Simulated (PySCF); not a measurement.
# Structure from 2D NMR

Compound of formula C3H11O2PSi2. Correlations simulated from computed shifts and the bond graph:

HSQC (one-bond C–H):
| δH | δC |
| --- | --- |
| 4.66 | 72.4 |
| 1.41 | 31.9 |
| 1.25 | 26.3 |
| 0.59 | 26.3 |

COSY cross peaks (H two or three bonds apart, from the bond graph; peaks can be absent where the dihedral angle is near 90°):
| δH | δH |
| --- | --- |
| 5.97 | 0.90 |
| 5.38 | 5.29 |
| 5.38 | 1.25 |
| 5.38 | 0.59 |
| 5.29 | 1.25 |
| 5.29 | 0.59 |
| 4.66 | 1.41 |
| 4.66 | 1.25 |
| 4.66 | 0.59 |
| 1.25 | 0.59 |

HMBC (two and three bonds, from the bond graph):
| δH | δC |
| --- | --- |
| 5.97 | 72.4 |
| 5.38 | 72.4, 26.3 |
| 5.29 | 72.4, 26.3 |
| 4.66 | 31.9, 26.3 |
| 1.41 | 72.4, 26.3 |
| 1.25 | 72.4, 31.9 |
| 0.59 | 72.4, 31.9 |

- geometry: GFN2-xTB
- σ from GIAO-PBE0/pcSseg-1
- program: PySCF 2.14.0 with density-fitted response routines
- in vacuum, non-relativistic, rapidly exchanging positions averaged, single conformer

Chemical shifts δ = σref − σ; $^{1}$H, $^{13}$C vs TMS, all at this level.

Exchangeable hydrogens are left out of these lists.

**Question.** Assemble the structure.

**Answer.** `C[C@@H]1C[SiH2]O[Si@@H](P)O1`.

Atoms are numbered as in `[CH3:1][C@@H:2]1[CH2:3][SiH2:4][O:5][Si@@H:6]([PH2:7])[O:8]1`. Each H is labelled by its parent atom. Ha(C3), Ha(Si4) are cis to C1 on the ring; Hb(C3), Hb(Si4) are trans to C1 on the ring.

δC 72.4 is C2, an sp3 CH bonded to O (δH 4.66). δC 31.9 is C1, a methyl carbon (δH 1.41). δC 26.3 is C3, an sp3 CH2 bonded to Si (δH 1.25, 0.59). COSY links 5.97–0.90, 5.38–5.29, 5.38–1.25, 5.38–0.59, 5.29–1.25, 5.29–0.59.

This is the structure that produced the data.

Shifts are as computed. Against solution values, carbons near 30 ppm lie about +3 ppm off and those near 130 ppm about +5 ppm. Of 1211 compounds with measured shifts, 218 miss one by over three times the rms of a fit or turn the order of signals round; such compounds aren't used in these exercises.
